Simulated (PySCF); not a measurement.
# `[C@H]1([GeH3])C=CC[Se]1`, C4H8GeSe

Molfile (atoms numbered from 1):
```
C4H8GeSe
     RDKit          3D

 14 14  0  0  0  0  0  0  0  0999 V2000
   -2.1450    0.4341    0.2201 Ge  0  0  0  0  0  4  0  0  0  0  0  0
   -0.5168   -0.2667    1.1291 C   0  0  1  0  0  0  0  0  0  0  0  0
    0.2865   -1.1196    0.2169 C   0  0  0  0  0  0  0  0  0  0  0  0
    1.4501   -0.6776   -0.2263 C   0  0  0  0  0  0  0  0  0  0  0  0
    1.9341    0.6588    0.2261 C   0  0  0  0  0  0  0  0  0  0  0  0
    0.6895    1.2220    1.6523 Se  0  0  0  0  0  2  0  0  0  0  0  0
   -3.0278   -0.6965   -0.2163 H   0  0  0  0  0  0  0  0  0  0  0  0
   -1.7501    1.2160   -0.9877 H   0  0  0  0  0  0  0  0  0  0  0  0
   -2.9190    1.3193    1.1401 H   0  0  0  0  0  0  0  0  0  0  0  0
   -0.7991   -0.8010    2.0401 H   0  0  0  0  0  0  0  0  0  0  0  0
   -0.1369   -2.0704   -0.0755 H   0  0  0  0  0  0  0  0  0  0  0  0
    2.0743   -1.2307   -0.9115 H   0  0  0  0  0  0  0  0  0  0  0  0
    1.9130    1.3933   -0.5845 H   0  0  0  0  0  0  0  0  0  0  0  0
    2.9463    0.6185    0.6350 H   0  0  0  0  0  0  0  0  0  0  0  0
  1  2  1  0
  2  3  1  0
  3  4  2  0
  4  5  1  0
  5  6  1  0
  6  2  1  0
  1  7  1  0
  1  8  1  0
  1  9  1  0
  2 10  1  1
  3 11  1  0
  4 12  1  0
  5 13  1  0
  5 14  1  0
M  END
```

Computed, not measured: GIAO B3LYP/pcSseg-1 magnetisability, rotational g tensor and spin-rotation constants, non-relativistic, gas phase in PySCF 2.14.0. Geometry: GFN2-xTB.

The calculation is non-relativistic, which matters for the atoms heavier than Zn.

Q: Give the nuclear spin-rotation constants along the inertial axes (H = +C I·J) beside the isotropic shieldings.

A: Rotational constants 2.6001, 0.9433, 0.7597 GHz. A star marks the isotopologue with that one atom substituted, in its own axes.
```csv
atom,isotope,Caa (kHz),Cbb (kHz),Ccc (kHz),mean (kHz),σ (ppm)
H7,1H,-0.057,-0.047,-0.061,-0.055,27.9
H8,1H,-0.247,-0.093,0.023,-0.106,28.5
H9,1H,-0.229,0.026,-0.073,-0.092,28.2
H10,1H,-0.269,-0.089,0.032,-0.109,27.8
H11,1H,-0.127,0.004,-0.057,-0.060,25.8
H12,1H,-0.237,0.070,-0.081,-0.083,26.1
H13,1H,-0.243,-0.097,0.036,-0.102,27.6
H14,1H,0.116,-0.095,-0.076,-0.018,28.0
Ge1,73Ge*,-0.641,-0.270,-0.201,-0.371,1514.4
C2,13C*,0.520,0.136,0.179,0.278,135.2
C3,13C*,0.695,0.459,0.194,0.450,40.7
C4,13C*,0.716,0.449,0.166,0.444,48.7
C5,13C*,0.535,0.143,0.159,0.279,137.0
Se6,77Se*,3.705,2.034,1.461,2.400,1440.0
```
For the geometry as given, no vibrational averaging.

Q: How do the rotational constants and the g tensor change when H7, H8, H9, H10, H11, H12, H13, H14 are replaced by deuterium?

A: Constants 2.2437, 0.8706, 0.7035 GHz; g -0.0163, -0.0095, -0.0056, against -0.0185, -0.0104, -0.0061 before.
